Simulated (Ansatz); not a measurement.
The same path of ClF₃H₃NSi (9 atoms, charge 0, multiplicity 1) was run twice with different band settings. Lost on the way: Si1–Cl2, N6–H9. Made: Cl2–H9.

The calculation used RKS B3LYP/def2-SVP (Ansatz 0.2.0).

Relaxed end points:

```xyz
9
Properties=species:S:1:pos:R:3
Si -0.074 -0.001 0.170
Cl 0.544 0.226 2.151
F 1.404 -0.002 -0.505
F -0.652 1.299 -0.623
F -0.528 -1.478 -0.344
N -2.029 -0.009 0.953
H -2.705 -0.128 0.193
H -2.245 0.867 1.433
H -2.164 -0.774 1.618
```

```xyz
9
Properties=species:S:1:pos:R:3
Si -0.549 -0.031 -0.550
Cl -0.362 0.562 3.633
F 0.714 -0.955 -0.226
F -0.118 1.506 -0.635
F -1.065 -0.455 -2.009
N -1.703 -0.203 0.701
H -2.025 -1.140 0.938
H -2.479 0.456 0.731
H -0.863 0.262 2.461
```

Common settings: spring 5.0 eV/Å²; optimiser quadratic models (default); start path through a guess of the saddle point; force threshold 0.05 eV/Å; end points relaxed.

| run | movable images | climbing image | iteration limit |
| --- | --- | --- | --- |
| 1 | 7 | yes | 45 |
| 2 | 6 | no | 37 |

Problem. What does each run give, and how far can it be trusted?

Solution. Run 1: converged after 24 iterations, highest image 1.178 eV above the first end. A vibrational analysis at the climbing image gives one clearly imaginary mode, 564i cm⁻¹: a first-order saddle point.
Run 2: not converged after 37 iterations, highest image 0.786 eV above the first end. The band didn't meet its force threshold, so its energies are provisional: the largest band force was still 0.14 eV/Å, and over the last iterations the top moved between 0.73 and 0.79 eV.
The orbitals stay closed-shell, which can raise the energy where a bond breaks towards radicals; this wasn't checked here.
